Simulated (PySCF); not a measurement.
C₃H₇NSi, SMILES C=C=CN[SiH3]. Atoms are numbered in the order given.

```xyz
12

C     -0.7745     2.4072     0.0000
C      0.1858     1.5127     0.0000
C      1.1489     0.6112     0.0000
N      0.9587    -0.7757     0.0000
Si    -0.6098    -1.5443     0.0000
H     -1.1945     2.7994    -0.9354
H     -1.1945     2.7994     0.9354
H      2.1914     0.9517     0.0000
H      1.8055    -1.3280     0.0000
H     -1.4037    -1.1749     1.2075
H     -0.3353    -3.0093     0.0000
H     -1.4037    -1.1749    -1.2075
```

The structure is a stationary point at ωB97X-D3(BJ)/def2-SVP. The structure was generated by enumeration, and PubChem lists no compound with its InChIKey, so it may never have been made. Other conformers were not sampled.

The numbers are results of HF/def2-TZVP (PySCF), not measurements.

Symmetry labels are those of the subgroup Cs that the program uses (full group Cs).

Computed valence orbital energies around the gap with their symmetry:
| orbital | symmetry | energy (eV) |
|---|---|---|
| HOMO−7 | A' | -17.00 |
| HOMO−6 | A" | -16.29 |
| HOMO−5 | A' | -14.62 |
| HOMO−4 | A" | -14.29 |
| HOMO−3 | A' | -13.05 |
| HOMO−2 | A" | -12.32 |
| HOMO−1 | A' | -10.21 |
| HOMO | A" | -8.56 |
| LUMO | A' | 2.98 |
| LUMO+1 | A' | 4.03 |
| LUMO+2 | A" | 4.32 |
| LUMO+3 | A' | 4.48 |
